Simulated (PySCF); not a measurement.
Telling isomers of C6H13NOSi apart by NMR

- geometry from GFN2-xTB
- shielding tensors at PBE0/pcSseg-1 (GIAO)
- program: PySCF 2.14
- no solvent, relativity neglected, one computed conformer, averaged over atoms made equivalent by symmetry, fast rotation or ring inversion

δ = σ(ref) − σ, references computed at the same level: TMS for $^{1}$H, $^{13}$C. Where no couplings were computed, multiplicities follow the n + 1 count of equivalent neighbours, and m marks all less simple cases (inequivalent or close neighbours, rings, F or P nearby). Acid and N–H amide carbonyl carbons lie up to 10 ppm further downfield in solution (hydrogen bonding). Shifts are as computed. Against solution values, carbons near 30 ppm lie about +3 ppm off and those near 130 ppm about +5 ppm. Of 1309 compounds with measured shifts, 239 miss one by over three times the rms of a fit or turn the order of signals round; such compounds aren't used in these exercises. OH and NH positions are gas-phase values without hydrogen bonding to other molecules.

(1) Tabulate the signals of `C[C@H](O)/C(=N\[SiH3])C1CC1`, `CNC(=O)[C@@H](C)/C=C/[SiH3]` and their relative energies.

(2) What is the quickest way to tell C[C@H](O)/C(=N\[SiH3])C1CC1 from CNC(=O)[C@@H](C)/C=C/[SiH3]?

Answers

(1) 
```tsv
SMILES	carbon types	δC	δH	E rel. (kcal/mol)
C[C@H](O)/C(=N\[SiH3])C1CC1	1×C 2×CH 2×CH2 1×CH3	198.8, 80.3, 22.1, 20.2, 16.4, 15.5	5.17 (s, 3H), 4.62 (q, 1H), 1.46 (d, 3H), 1.34 (m, 1H), 1.11 (m, 1H), 1.02 (m, 1H), 0.99 (br s, 1H), 0.82 (m, 1H), 0.82 (m, 1H)	19.7
CNC(=O)[C@@H](C)/C=C/[SiH3]	1×C 3×CH 2×CH3	170.9, 165.6, 127.5, 53.9, 26.8, 17.1	6.36 (m, 1H), 5.92 (m, 1H), 4.92 (br, 1H), 4.19 (d, 3H), 3.06 (d, 3H), 2.79 (m, 1H), 1.27 (d, 3H)	0.0
```

Energies are electronic energies at PBE0/pcSseg-1 on these geometries, without zero-point or thermal terms, each for the one conformer computed, which needn't be the lowest.

(2) Both give the same number of carbon signals, but DEPT or the intensities differ. The first has a three-membered-ring carbon (CH2) at 16.4 ppm, the second an alkene CH at 165.6 ppm. Their most deshielded carbons lie at 198.8 and 170.9 ppm. In the proton spectra the most deshielded non-exchanging signals are 5.17 (s, 3H) and 6.36 (m, 1H).
